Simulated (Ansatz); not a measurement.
Cost and result for the atomization energy of `COB(S)Br` (9 atoms, 8 bonds).

Cartesian coordinates in Å:
```
C -1.496 0.315 -0.366
O -0.430 0.218 0.557
B 0.827 -0.154 0.310
S 1.962 -0.174 1.716
Br 1.440 -0.655 -1.465
H -1.854 1.346 -0.371
H -2.301 -0.341 -0.032
H -1.182 0.030 -1.372
H 3.033 -0.584 1.024
```

Charge 0, multiplicity 1. Correlated methods include outer-core shells of Br, which these sets cover unevenly. Scalar relativity is left out up to krypton. All single points use the PBE0-D4/def2-TZVP geometry. It is one conformer, not always the lowest. Program: Ansatz. Hardware: A = 2 threads of an AMD EPYC 7R13 on a shared host; B = 2 threads of an AMD EPYC 7R13 on a shared host and a share of an NVIDIA H100 80 GB. Times are those of one run each, without the atoms' runs, and a repeat can differ threefold. Electronic energies, without spin–orbit coupling; frozen cores. CCSD(T)/CBS adds CCSD(T) − MP2 in def2-TZVPP to the MP2 limit, and its time is that of the two runs behind it. T1 = 0.011. With those shells the extrapolation isn't a true limit. B3LYP takes the VWN-RPA correlation (the form of Gaussian; ORCA's B3LYP/G).

CCSD(T)/CBS is a level of theory with its own doubt, some kJ/mol a heavy atom from the limit and from the frozen cores, so smaller differences don't rank the functionals.

```
                                 level  functions  wall time
   PBE-D4/def2-TZVPP (with forces) [A]        239      3.3 s
                CCSD(T)/def2-TZVPP [B]        239      3.5 s
                    MP2/def2-QZVPP [B]        450        4 s
                PBE0-D4/def2-TZVPP [A]        239      4.5 s
r2SCAN-D4/def2-TZVPP (with forces) [A]        239      6.5 s
                     CCSD(T)/CBS(def2)          –      7.5 s
 B3LYP-D4/def2-TZVPP (with forces) [A]        239      7.5 s
                 B2PLYP/def2-TZVPP [A]        239      8.6 s
                ωB97X-V/def2-TZVPP [A]        239       11 s
  ωB97M-V/def2-TZVPP (with forces) [A]        239       16 s
```

(1) What atomization energy does each give, and how far from CCSD(T)/CBS? (Best estimate.)

## Answers

(1) Ansatz gave: 
| level | atomization (kJ/mol) | difference from CCSD(T)/CBS | per bond |
| --- | --- | --- | --- |
| PBE-D4/def2-TZVPP (with forces) [A] | 3449.0 | 88.8 | 11.1 |
| CCSD(T)/def2-TZVPP [B] | 3268.0 | -92.2 | -11.5 |
| MP2/def2-QZVPP [B] | 3410.2 | 50.0 | 6.3 |
| PBE0-D4/def2-TZVPP [A] | 3381.0 | 20.8 | 2.6 |
| r2SCAN-D4/def2-TZVPP (with forces) [A] | 3392.0 | 31.8 | 4.0 |
| CCSD(T)/CBS(def2) | 3360.2 | 0.0 | 0.0 |
| B3LYP-D4/def2-TZVPP (with forces) [A] | 3350.9 | -9.3 | -1.2 |
| B2PLYP/def2-TZVPP [A] | 3320.4 | -39.8 | -5.0 |
| ωB97X-V/def2-TZVPP [A] | 3366.5 | 6.3 | 0.8 |
| ωB97M-V/def2-TZVPP (with forces) [A] | 3374.3 | 14.1 | 1.8 |

From PBE to PBE0 (25 % exact exchange), in def2-TZVPP and without D4, the atomization energy moves by −64.8 kJ/mol: exact exchange takes away binding that semilocal exchange gives to molecules. In def2-TZVPP, CCSD(T) changes the Hartree–Fock value by +819.0 kJ/mol (the triples alone add +59.8 kJ/mol) and MP2 by +907.7 kJ/mol; breaking electron pairs costs correlation energy, which Hartree–Fock lacks. The D4 term adds +35.7 kJ/mol with B3LYP and +18.6 kJ/mol with PBE0; it sums over pairs of atoms, weighted by their polarisabilities, and B3LYP, whose exchange is more repulsive, gets the larger term.
